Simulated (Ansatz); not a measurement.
Two isomers of CH5ClSn: A = `Cl[CH2][SnH3]`, B = `[CH3][SnH2][Cl]`.

Isolated molecules relaxed with PBE0-D4/def2-TZVP in Ansatz; ΔE leaves out vibrations. CCSD(T)/CBS adds triple-zeta CCSD(T) − MP2 to the extrapolated MP2 energy (def2 sets, frozen cores). Functionals use def2-TZVPP. def2 core potentials past Kr. For Sn outer-core shells are correlated without core-valence functions, which leaves a few kJ/mol of doubt a bond.

A:

```xyz
8

Cl    1.4587    1.6599   -0.7961
C     0.6597    0.7372    0.5020
Sn   -0.6670   -0.7482   -0.3284
H     0.1124    1.4456    1.1216
H     1.4385    0.2716    1.1033
H    -1.8447    0.0477   -1.2662
H    -1.4097   -1.6020    0.9535
H     0.2521   -1.8118   -1.2898
```

B:

Z-matrix (Å, degrees):
```
C
Sn 1 2.127
H 1 1.091 2 110.1
H 1 1.089 2 109.2 3 -120.2
H 1 1.089 2 109.3 3 120.2
Cl 2 2.342 1 105.7 3 179.3
H 2 1.705 1 113.6 3 64.1
H 2 1.705 1 113.7 3 -65.4
```

Q: Which isomer does CCSD(T)/CBS put lower? Give the gap. (An estimate is asked.)

A: Computed: B, by 180.6 kJ/mol.

Q: Give E(B) − E(A) in kJ/mol with MP2/def2-TZVPP, PBE0-D4, r2SCAN-D4, HF/def2-TZVPP, BLYP-D4, PBE-D4, LDA (SPW92). (An estimate is asked.)

A: Computed: MP2/def2-TZVPP -179.6, PBE0-D4 -175.5, r2SCAN-D4 -180.0, HF/def2-TZVPP -190.3, BLYP-D4 -172.3, PBE-D4 -170.2, LDA (SPW92) -162.7. None reverses the order clearly.

Q: Does the order hold for the free energy at 298.15 K (harmonic terms from PBE0-D4)? (An estimate is asked.)

A: Computed: Yes: G(B) − G(A) = -173.3 kJ/mol.

Largest T1 diagnostic: 0.012.

At CCSD(T), def2-SVP lies +7.5 kJ/mol from the extrapolated value and def2-TZVPP +7.0 kJ/mol. From PBE to PBE0 (25 % exact exchange), in def2-TZVPP and without D4, E(B) − E(A) moves by −5.1 kJ/mol.
